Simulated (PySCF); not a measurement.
Highest occupied level (eV) of eight silicon and germanium compounds: PBE beside PBE0, computed with PySCF for isolated molecules in the bases named; differences from unrounded values. The eight are the first of their class met in an unordered collection, after screening for sound electronic states; none was chosen by its value. Each molecule has one DFT geometry for both levels.

| molecule | basis | PBE0 | PBE | difference |
|---|---|---|---|---|
| CH5FOSi, SMILES C[Si@H](O)F | def2-TZVP | -8.94 | -7.46 | 1.48 |
| Si(F)2(Cl)(Me) (CH3ClF2Si), SMILES C[Si](F)(F)Cl | def2-TZVP | -9.68 | [?] | [?] |
| C3H8O2Si, SMILES OC[SiH]1COC1 | def2-TZVP | -7.06 | -5.56 | 1.50 |
| C2H4FNOSi, SMILES O[Si@H]1[C@H](N=C1)F | def2-TZVP | -7.31 | [?] | [?] |
| C3H8O2Si, SMILES C(=O)[C@H](C)[SiH2]O | def2-TZVP | -7.36 | -5.78 | 1.57 |
| CH7GeNSi2, SMILES [SiH3][C]1=N[SiH2][GeH2]1 | def2-TZVP | -6.44 | [?] | [?] |
| CH5ClFNSi, SMILES C[Si@@](N)(F)Cl | def2-TZVP | -8.14 | -6.62 | 1.52 |
| C3H9FOSi, SMILES CCOC[SiH2]F | def2-TZVP | -7.26 | -5.79 | 1.47 |

Complete the blanks. (The exact figures need the calculation; the answer reports its results.)


- C2H4FNOSi, SMILES O[Si@H]1[C@H](N=C1)F, PBE: -5.90
- C2H4FNOSi, SMILES O[Si@H]1[C@H](N=C1)F, difference: 1.40
- Si(F)2(Cl)(Me) (CH3ClF2Si), SMILES C[Si](F)(F)Cl, PBE: -8.23
- Si(F)2(Cl)(Me) (CH3ClF2Si), SMILES C[Si](F)(F)Cl, difference: 1.45
- CH7GeNSi2, SMILES [SiH3][C]1=N[SiH2][GeH2]1, PBE: -5.26
- CH7GeNSi2, SMILES [SiH3][C]1=N[SiH2][GeH2]1, difference: 1.18

PBE lies below PBE0 in 0 and above it in 8 of the eight; the mean signed difference is 1.45 and the largest 1.57 eV.
